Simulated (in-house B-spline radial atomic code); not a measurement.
# Solving the quasi-particle equation for 4s of Br5+

Configuration [Ar] 3d10 4s2, start PBE; correlation leaves out the 6 deepest shells. Computed with a B-spline radial code for spherical atoms: all electrons, scalar-relativistic (spin-free one-electron X2C), finite nucleus, each spin shell either full or empty, empty states to l = 9 with an (l + 1/2)⁻⁴ tail; G0W0 by contour deformation at full frequency.

At the mean-field level ε = -81.007 eV the matrix elements are Σx = -23.178 eV, v_xc = -18.531 eV and Σc(ε) = -1.946 eV, and the slope of the correlation self-energy is dΣc/dω = -0.0496. The quasi-particle energy solves E = ε + Σx − v_xc + Σc(E).

Question: What does the linearised equation give?

Answer: Z = 1/(1 − dΣc/dω) = 1/1.0496 = 0.9527. The first-order shift is Σx − v_xc + Σc(ε) = -23.178 − (-18.531) + (-1.946) = -6.593 eV, so E ≈ ε + Z × shift = -81.007 + 0.9527 × (-6.593) = -87.288 eV.

Question: How does that compare with the full solution and with static screening?

Answer: Solving the equation at full frequency dependence gives E = -87.320 eV, where Σc = -1.666 eV and the weight is 0.961; the linearised value is off by 31 meV. Leaving Z out would give -87.600 eV. Static COHSEX puts -3.851 eV in place of Σc and gives -89.505 eV, 2.19 eV deeper. The tabulated removal energy is 87.39 ± 0.025 eV (NIST, measured); the run leaves out spin-orbit coupling, Breit and QED terms.
